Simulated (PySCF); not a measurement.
## SMILES C=[CH][GeH3], C₂H₆Ge: coupling constants with relativity

Cartesian coordinates in Å; atom numbers follow the order of the lines, from 1:
```xyz
9

C     1.545    0.004   -0.350
C     0.565    0.039    0.557
Ge   -1.318   -0.018    0.095
H     1.341   -0.060   -1.425
H     2.601    0.037   -0.061
H     0.833    0.098    1.620
H    -2.016   -1.178    0.832
H    -1.446   -0.222   -1.426
H    -2.021    1.294    0.495
```

Method: indirect couplings at PBE0/pcJ-1 (dyall-v2z on Ge), gas phase, Gaussian nuclear model, structure from PBE0-D3(BJ)/def2-SVP; PySCF 2.14 with density-fitted X2C routines.

Non-relativistic values:
| coupling | atoms | J (Hz) |
| --- | --- | --- |
| 1J(73Ge,13C) | Ge3 – C2 | -24.1 |
| 1J(73Ge,1H) | Ge3 – H7/H8/H9 | -84.6 |
| 2J(73Ge,13C) | Ge3 – C1 | 0.1 |
| 2J(73Ge,1H) | Ge3 – H6 | -5.0 |
| 3J(73Ge,1H) | Ge3 – H4 | -5.7 |
| 3J(73Ge,1H) | Ge3 – H5 | -9.7 |

**Question.** What do two-component X2C with spin–orbit coupling give?

**Answer.** 
```
    coupling           atoms  with spin–orbit (Hz)
1J(73Ge,13C)        Ge3 – C2                 -25.0
 1J(73Ge,1H)  Ge3 – H7/H8/H9                 -93.3
2J(73Ge,13C)        Ge3 – C1                   0.1
 2J(73Ge,1H)        Ge3 – H6                  -6.1
 3J(73Ge,1H)        Ge3 – H4                  -6.5
 3J(73Ge,1H)        Ge3 – H5                 -11.1
```

The largest listed coupling, 1J(73Ge,1H), ends at 1.10 times its non-relativistic value. Equivalent partners are averaged, as under fast rotation.
